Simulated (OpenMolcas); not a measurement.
Ni6+, Pd6+, Pt6+: d4 down the group

```
Program             : OpenMolcas 26.06
Method              : RASSCF
Basis               : ANO-RCC-VQZP
Scalar Hamiltonian  : DKH2, point nucleus
Spin-orbit coupling : state interaction with AMFI integrals over the reference wave functions, term energies averaged over their components
```

Active space for each ion: 10 electrons in 8 orbitals (RAS1 p, at most 2 holes; RAS2 d).

Computed levels in cm-1 above 5D0:

```csv
Level,Ni6+,Pd6+,Pt6+
5D1,289,906,7253
5D2,835,2314,13140
5D3,1598,3972,17460
5D4,2538,5762,19973
3P1(1),32856,24986,37316
3H4,35994,25583,30932
3H5,36685,27937,38682
3F2(1),37231,28147,36395
3H6,37364,29548,42119
weight of 5D in the lowest level (%),99,95,59
```

Mixed levels, with the weight of the term that names them: Pd6+ 3H4 (67 %), Pt6+ 5D0 (59 %), Pt6+ 5D4 (62 %), Pt6+ 3P1(1) (74 %), Pt6+ 3H4 (53 %), Pt6+ 3H5 (75 %), Pt6+ 3F2(1) (65 %), Pt6+ 3H6 (73 %).

Measured, with the error of the calculation in %. Measured levels: Ni6+ from Corliss and Sugar, J. Phys. Chem. Ref. Data 10, 197 (1981).

| Level | Ni6+ |
| --- | --- |
| 5D1 | 279 (+3.4) |
| 5D2 | 804 (+3.9) |
| 5D3 | 1520 (+5.2) |
| 5D4 | 2392 (+6.1) |
| 3P1(1) | 31836 (+3.2) |
| 3H4 | 31672 (+13.6) |
| 3H5 | 32286 (+13.6) |
| 3F2(1) | 34247 (+8.7) |
| 3H6 | 32877 (+13.6) |

The fine-structure level 5D4 changes by a factor of 7.87 from Ni6+ to Pt6+.

Without spin-orbit coupling 3P(1) lies 32571, 23248, 21738 cm-1 above 5D in that order; the difference to the level 3P1(1), of either sign, comes from spin-orbit coupling, which also lowers the zero.

Without dynamic correlation excited terms often stand tens of per cent too high (terms of higher spin than the ground term too low), and those without a measured partner can miss by more than the paired ones. Active for correlation alone: 3p; no level in the range computed is led by a configuration that opens it, so any true level of that kind is missing (holds for Ni6+). Active for correlation alone: 4p; no level in the range computed is led by a configuration that opens it, so any true level of that kind is missing (holds for Pd6+). Active for correlation alone: 5p; no level in the range computed is led by a configuration that opens it, so any true level of that kind is missing (holds for Pt6+). Computed and measured levels are paired by configuration, term and J; levels that our copy of the source lacks, or whose pairing is in doubt (as where it misses far off the trend of its configuration), stay unpaired and out of the deviations. Only configurations of the active space appear.

A number in round brackets counts repeated terms of one configuration in the order of the reference energies.
